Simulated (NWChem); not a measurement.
Program: NWChem. System: HFOSn, charge 0, spin multiplicity 1, at a geometry optimised with PBE/def2-SVP with def2 effective core potentials on Sn. The structure started from a generated list of species. Level: MP2/def2-TZVP with def2 effective core potentials on Sn, 6 core orbitals frozen.

NWChem printed:

```
             Northwest Computational Chemistry Package (NWChem) 7.3.0
             --------------------------------------------------------

                                NWChem Input Module
                                -------------------

 Scaling coordinates for geometry "geometry" by  1.889725989
 (inverse scale =  0.529177249)

 Turning off AUTOSYM since
 SYMMETRY directive was detected!

                             Geometry "geometry" -> ""
                             -------------------------

 Output coordinates in angstroms (scale by  1.889725989 to convert to a.u.)

  No.       Tag          Charge          X              Y              Z
 ---- ---------------- ---------- -------------- -------------- --------------
    1 Sn                  50.0000    -0.03831600    -0.37263200     0.00000000
    2 F                    9.0000    -1.33465300     1.13307500     0.00000000
    3 O                    8.0000     1.58003100     0.83314200     0.00000000
    4 H                    1.0000     1.28744900     1.76879000     0.00000000

 Effective nuclear repulsion energy (a.u.)     254.3276571201

            Nuclear Dipole moment (a.u.)
            ----------------------------
        X                 Y               Z
 ---------------- ---------------- ----------------
     0.0000377945     0.0000018897     0.0000000000

      Symmetry information
      --------------------

 Group name             Cs
 Group number              2
 Group order               2
 No. of unique centers     4

      Symmetry unique atoms

     1    2    3    4


 Summary of "ao basis" -> "" (spherical)
 ------------------------------------------------------------------------------
       Tag                 Description            Shells   Functions and Types
 ---------------- ------------------------------  ------  ---------------------
 *                         def2-tzvp                  on all atoms

 Summary of "ao basis" -> "ao basis" (spherical)
 ------------------------------------------------------------------------------
       Tag                 Description            Shells   Functions and Types
 ---------------- ------------------------------  ------  ---------------------
 Sn                        def2-tzvp                16       50   6s5p3d2f
 F                         def2-tzvp                11       31   5s3p2d1f
 O                         def2-tzvp                11       31   5s3p2d1f
 H                         def2-tzvp                 4        6   3s1p

                                 NWChem SCF Module
                                 -----------------

  ao basis        = "ao basis"
  functions       =   118
  atoms           =     4
  closed shells   =    20
  open shells     =     0
  charge          =   0.00
  wavefunction    = RHF
  use symmetry    = T
  symmetry adapt  = T

 Summary of "ao basis" -> "ao basis" (spherical)
 ------------------------------------------------------------------------------
       Tag                 Description            Shells   Functions and Types
 ---------------- ------------------------------  ------  ---------------------
 Sn                        def2-tzvp                16       50   6s5p3d2f
 F                         def2-tzvp                11       31   5s3p2d1f
 O                         def2-tzvp                11       31   5s3p2d1f
 H                         def2-tzvp                 4        6   3s1p

      Symmetry analysis of basis
      --------------------------

        a'         80
        a"         38

 Forming initial guess at       0.1s

      Superposition of Atomic Density Guess
      -------------------------------------

 Sum of atomic energies:        -423.81429852

      Non-variational initial energy
      ------------------------------

 Total energy =    -387.983176
 1-e energy   =    -863.187612
 2-e energy   =     352.611602
 HOMO         =      -0.336121
 LUMO         =      -0.047891

      Symmetry analysis of molecular orbitals - initial
      -------------------------------------------------

  Numbering of irreducible representations:

     1 a'          2 a"

  Orbital symmetries:

     1 a'          2 a'          3 a'          4 a'          5 a'
[...]
     5     -0.232570  1 Sn s                 93      0.228288  3 O  px
    56      0.213679  2 F  px                59      0.190783  2 F  px
     2     -0.179798  1 Sn s

 Vector   19  Occ=2.000000D+00  E=-4.805713D-01  Symmetry=a"
              MO Center=  1.5D+00,  8.1D-01,  4.9D-16, r^2= 9.0D-01
   Bfn.  Coefficient  Atom+Function         Bfn.  Coefficient  Atom+Function
  ----- ------------  ---------------      ----- ------------  ---------------
    89      0.435328  3 O  pz                92      0.398398  3 O  pz
    95      0.305800  3 O  pz

 Vector   20  Occ=2.000000D+00  E=-3.977317D-01  Symmetry=a'
              MO Center=  6.9D-02, -5.7D-01,  7.1D-17, r^2= 2.9D+00
   Bfn.  Coefficient  Atom+Function         Bfn.  Coefficient  Atom+Function
  ----- ------------  ---------------      ----- ------------  ---------------
     5      0.501708  1 Sn s                  6      0.471870  1 Sn s
     2      0.385185  1 Sn s                  3     -0.306490  1 Sn s
    17     -0.251214  1 Sn py                 1     -0.243006  1 Sn s
     4     -0.241513  1 Sn s                 11      0.211616  1 Sn py
    14     -0.184893  1 Sn py                87      0.176261  3 O  px

 Vector   21  Occ=0.000000D+00  E= 2.686009D-03  Symmetry=a"
              MO Center= -5.8D-02, -5.3D-01, -1.7D-15, r^2= 4.8D+00
   Bfn.  Coefficient  Atom+Function         Bfn.  Coefficient  Atom+Function
  ----- ------------  ---------------      ----- ------------  ---------------
    21      0.613861  1 Sn pz                18      0.361561  1 Sn pz
    12     -0.278629  1 Sn pz                15      0.235251  1 Sn pz
    95     -0.160911  3 O  pz

 Vector   22  Occ=0.000000D+00  E= 6.432688D-02  Symmetry=a'
              MO Center= -5.4D-02, -8.2D-01,  3.6D-15, r^2= 6.7D+00
   Bfn.  Coefficient  Atom+Function         Bfn.  Coefficient  Atom+Function
  ----- ------------  ---------------      ----- ------------  ---------------
    19      0.981845  1 Sn px                32     -0.244574  1 Sn d -2
    13      0.223353  1 Sn px                10     -0.192491  1 Sn px
    20     -0.181102  1 Sn py                86     -0.168240  3 O  s

 Vector   23  Occ=0.000000D+00  E= 8.552442D-02  Symmetry=a'
              MO Center= -1.2D-01, -7.0D-01,  4.8D-15, r^2= 8.3D+00
   Bfn.  Coefficient  Atom+Function         Bfn.  Coefficient  Atom+Function
  ----- ------------  ---------------      ----- ------------  ---------------
    20      1.263805  1 Sn py                17     -0.318873  1 Sn py
     6      0.286713  1 Sn s                 19      0.287088  1 Sn px
    86     -0.276446  3 O  s                  5      0.208225  1 Sn s
    14      0.180758  1 Sn py                 2      0.169289  1 Sn s
   115     -0.153173  4 H  s

 center of mass
 --------------
 x =  -0.04056657 y =  -0.08961857 z =   0.00000000

 moments of inertia (a.u.)
 ------------------
         195.236925351123          13.760292139205           0.000000000000
          13.760292139205         269.778731264555           0.000000000000
           0.000000000000           0.000000000000         465.015656615678

  Mulliken analysis of the total density
  --------------------------------------

    Atom       Charge   Shell Charges
 -----------   ------   -------------------------------------------------------
    1 Sn  22    20.87   0.29 -0.77  1.53  0.95  1.06  0.74 -0.40  6.35  0.41  0.43  0.07  8.98  1.05  0.12  0.07  0.01
    2 F    9     9.63   0.77  1.20  0.59  1.00  0.40  2.22  2.28  1.16  0.00  0.00  0.00
    3 O    8     8.84   0.79  1.18  0.56  0.96  0.35  1.82  2.07  1.09  0.00  0.02  0.00
    4 H    1     0.66   0.24  0.33  0.04  0.05

       Multipole analysis of the density wrt the origin
       ------------------------------------------------

     L   x y z        total         open         nuclear
     -   - - -        -----         ----         -------
     0   0 0 0      0.000000      0.000000     40.000000

     1   1 0 0     -0.047535      0.000000      2.027427
     1   0 1 0     -0.964345      0.000000     19.716828
     1   0 0 1      0.000000      0.000000      0.000000

     2   2 0 0    -32.330375      0.000000    134.605894
     2   1 1 0      1.761972      0.000000     -1.742316
     2   1 0 1      0.000000      0.000000      0.000000
     2   0 2 0    -25.782998      0.000000     83.174212
     2   0 1 1     -0.000000      0.000000      0.000000
     2   0 0 2    -23.110796      0.000000      0.000000

                   NWChem MP2 Semi-direct Energy/Gradient Module
                   ---------------------------------------------

  Basis functions       =    118
  Molecular orbitals    =    118
  Frozen core           =      6
  Frozen virtuals       =      0
  Active alpha occupied =     14
  Active beta occupied  =     14
  Active alpha virtual  =     98
  Active beta virtual   =     98
  Use MO symmetry       = T
  Use skeleton AO sym   = T

  AO/Fock/Back tols     =   1.0D-09  1.0D-09  1.0D-09

 GA uses MA = F    GA memory limited = T

 Available:
  local mem=  1.26D+08
 global mem=  1.44D+08
 local disk=  0.00D+00
  mp2_memr nvloc                    98
  nvloc new                    98
   1 passes of  14:        5242880                      96977                  31637228.
   1 passes of  14: M    126138848           G      144151352           F     120895968.

 Semi-direct pass number   1 of   1  for RHF alpha+beta  at        3.3s
  vrange nnbf                  6777
  mp2_eaftype                   120  avail_ma_in_mb                  1099
 EAF : mp2_eaftype filesize         120   15818614.
  mp2_eaf for mointskh                    120
Node 0 wrote     74.4 Mb in      0.1 s     Agg I/O rate:   708.8 Mb/s
 Done moints_semi at        7.2s
  mp2_eaftype                   120  avail_ma_in_mb                   979
 EAF : mp2_eaftype filesize         120   15818614.
  mp2_eaf for kh                   120
 Done maket at        7.4s
 Done multipass loop at        7.4s

          -------------------------------------------
          SCF energy                -388.382480974548
          Correlation energy          -0.803353923844
          Singlet pairs               -0.449624294356
          Triplet pairs               -0.353729629488
          Total MP2 energy          -389.185834898392
          -------------------------------------------

          ---------------------------------------------------
                    Spin Component Scaled (SCS) MP2
          Same spin pairs                     -0.235819752992
          Same spin scaling factor             0.333333333333
          Opposite spin pairs                 -0.567534170852
          Opposite spin scaling fact.          1.200000000000
          SCS-MP2 correlation energy          -0.759647589353
          Total SCS-MP2 energy              -389.142128563901
          ---------------------------------------------------

 -----------------------
 Performance information
 -----------------------

 Timer overhead =  9.95D-08 seconds/call

               Nr. of calls         CPU time (s)                 Wall time (s)                GFlops
             ---------------    -------------------     ------------------------------   -------------------
Name         Min   Avg   Max    Min     Avg     Max     Min     Avg     Max   Mx/calls   Min     Max     Sum
mp2: moin     1     1     1    3.9     3.9     3.9      3.9     3.9     3.9     3.9      0.0     0.0     0.0
mp2: make     1     1     1   0.21    0.21    0.21     0.21    0.21    0.21    0.21      0.0     0.0     0.0
mp2: tota     1     1     1    4.1     4.1     4.1      4.1     4.1     4.1     4.1      0.0     0.0     0.0

 The average no. of pstat calls per process was 3.00D+00
 with a timing overhead of 2.98D-07s

 Task  times  cpu:        7.4s     wall:        7.4s

 Total times  cpu:        7.4s     wall:        7.4s
```

Problem. Write an NWChem input that would produce this output.

Solution. Several could match; the one computed here: 
```
start mol
memory heap 200 mb stack 900 mb global 1100 mb
geometry units angstroms nocenter noautoz
  Sn    -0.038316    -0.372632     0.000000
  F     -1.334653     1.133075     0.000000
  O      1.580031     0.833142     0.000000
  H      1.287449     1.768790     0.000000
  symmetry group Cs
end
basis spherical
  * library def2-tzvp
end
ecp
  Sn library def2-ecp
end
scf
  rhf
  nopen 0
  maxiter 100
  thresh 1e-7
  semidirect memsize 60000000 filesize 0
end
mp2
  freeze core 6
end
task mp2 energy
```
